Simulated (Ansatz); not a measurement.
`CO[Si](C#N)(C#N)C#N` + `F[SiH2]Cl` → `N#C[Si](F)(C#N)C#N` + `CO[SiH2]Cl` at 298.15 K and 1 bar (redistribution).

Calculated with Ansatz (gas phase, PBE0-D4/def2-TZVP geometries, no zero-point term in ΔE). CCSD(T)/CBS adds triple-zeta CCSD(T) − MP2 to the extrapolated MP2 energy (def2 sets, frozen cores). This one scheme is used for every species. Each species was taken in one conformer, which may not be the lowest.

```
              species  CCSD(T)/CBS energy (Eh)  H − E (kJ/mol)  S (J/(mol·K))
`CO[Si](C#N)(C#N)C#N`               -682.38316           213.1          442.1
          `F[SiH2]Cl`               -849.96195            69.7          280.5
 `N#C[Si](F)(C#N)C#N`               -667.16567           102.2          379.8
         `CO[SiH2]Cl`               -865.17164           180.0          329.9
```

H − E and S are ideal-gas, rigid-rotor, harmonic terms from PBE0-D4/def2-TZVP, for one conformer and one mirror image of each species. 1 Eh = 2625.50 kJ/mol, R = 8.31446 J/(mol·K).

Problem. By hand: ΔE, ΔH, ΔS and ΔG.

Solution. ΔE = (-667.16567) + (-865.17164) − (-682.38316) − (-849.96195) = 0.00780 Eh = 20.5 kJ/mol. Δ(H − E) = 102.2 + 180.0 − 213.1 − 69.7 = -0.6, so ΔH = 19.9 kJ/mol. ΔS = 379.8 + 329.9 − 442.1 − 280.5 = -12.9 J/(mol·K). ΔG = 19.9 − 298.15 × (-12.9)/1000 = 23.7 kJ/mol.

Problem. By hand: the equilibrium constant, and the temperature at which ΔG would vanish if ΔH and ΔS stayed fixed.

Solution. log₁₀ K = −ΔG/(RT ln 10) = -4.2. ΔH and −TΔS have one sign here, so there is no such temperature.

The number of gas molecules stays the same, so ΔS is small and ΔH decides. A doubt of 5 kJ/mol in ΔE shifts log₁₀ K by 0.9 here. Other conformers and mirror images would add mixing entropy, several J/(mol·K) or more a flexible species. Modes under 60 cm⁻¹, often nearly free rotors, make the harmonic entropy too high. These are equilibria of isolated gas molecules and say nothing of rates. Largest T1 diagnostic: 0.014 (customary marks: 0.02 for closed shells, 0.045 for open ones).

ΔS is within the doubt of such terms, so its sign, and with it that verdict, could turn.
